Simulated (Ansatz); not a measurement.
Geometry optimisation, RKS B3LYP-D4/def2-SVP (Ansatz).

input.yaml

```yaml
crystal:
  periodic: [false, false, false]
  atoms:
    - { symbol: C, position_ang: [0.21934, 2.1008, -0.93236] }
    - { symbol: C, position_ang: [0.34601, 1.0779, -0.31978] }
    - { symbol: "N", position_ang: [0.47009, -0.08585, 0.3545] }
    - { symbol: Al, position_ang: [-0.55514, -1.56035, 0.42909] }
    - { symbol: H, position_ang: [0.11638, 3.00166, -1.45438] }
    - { symbol: H, position_ang: [1.32375, -0.0789, 0.91701] }
    - { symbol: H, position_ang: [-1.86387, -1.77481, -0.35339] }
    - { symbol: H, position_ang: [-0.05656, -2.68045, 1.35932] }
basis:
  gaussian: { orbitals: def2-SVP }
hamiltonian:
  xc: b3lyp
  dispersion: d4
relax:
  f_tol: 0.015
  max_steps: 40
output:
  orbitals: {}
```

Run as:

```bash
$ ansatz run input.yaml --threads 1 --pin off --max-ram 2048MiB --backend cpu --events-out ev --progress --plain --runs-dir out
```

Where does it end, and by what steps?

The forces met the threshold. After 6 steps the energy has fallen by 0.090 eV; H7 moved furthest, 0.25 Å.

```
step  energy less start (eV)  largest force component (eV/Å)  accepted
   0                  0.0000                           1.500       yes
   1                 -0.0808                           0.298       yes
   2                 -0.0856                           0.176       yes
   3                 -0.0869                           0.138       yes
   4                 -0.0884                           0.268       yes
   5                 -0.0903                           0.036       yes
   6                 -0.0905                           0.002       yes
```

```xyz
8
Properties=species:S:1:pos:R:3
C 0.171 2.049 -0.939
C 0.354 1.036 -0.294
N 0.527 -0.104 0.408
Al -0.548 -1.560 0.433
H 0.013 2.945 -1.505
H 1.376 -0.095 0.975
H -1.851 -1.549 -0.450
H -0.042 -2.723 1.373
```

Whether the end is a true minimum wasn't checked by a vibrational analysis.

The run took 19 s on 1 thread of Intel(R) Xeon(R) Platinum 8488C (Sapphire Rapids), with other jobs on the host, peak memory 0.18 GiB.
